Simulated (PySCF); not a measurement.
Coordinates in bohr (charge 0 multiplicity 1):
```
Be    0.0000    0.0000    0.0000
I     0.0000    0.0000    4.0999
I     0.0000    0.0000   -4.0999
```

Computed with B3LYP in PySCF with Be def2-TZVP, I def2-TZVP with ECP28; scalar-relativistic core potentials, no spin–orbit coupling; density-fitted integrals.

This geometry of BeI2 is a stationary point at this level.

Task: What is the point group?

Result: D∞h.

Task: Is it a minimum?

Result: Yes: all harmonic wavenumbers are real.

Task: List the harmonic modes with their infrared intensities.

Result: 
```json
{"symmetry": "σg+", "ω (cm⁻¹)": "165", "IR (km/mol, summed over degenerate members)": "0.0"}
{"symmetry": "πu", "ω (cm⁻¹)": "178", "IR (km/mol, summed over degenerate members)": "21.8"}
{"symmetry": "σu+", "ω (cm⁻¹)": "866", "IR (km/mol, summed over degenerate members)": "389"}
```

Task: What are the dipole moment and the gap between the highest occupied and lowest empty levels?

Result: 0.00 D and 6.57 eV.

Task: Give the ideal-gas entropy at 298.15 K and 1 bar by parts.

Result: translation 178.3, rotation 82.3, vibration 30.7, spin 0.0; total 291.4 J/(mol K).

In D∞h the vibrations span σg+ + πu + σu+. The σg+ mode carries no infrared intensity, as symmetry demands. With a centre of inversion only u modes can be infrared active and only g modes Raman active.
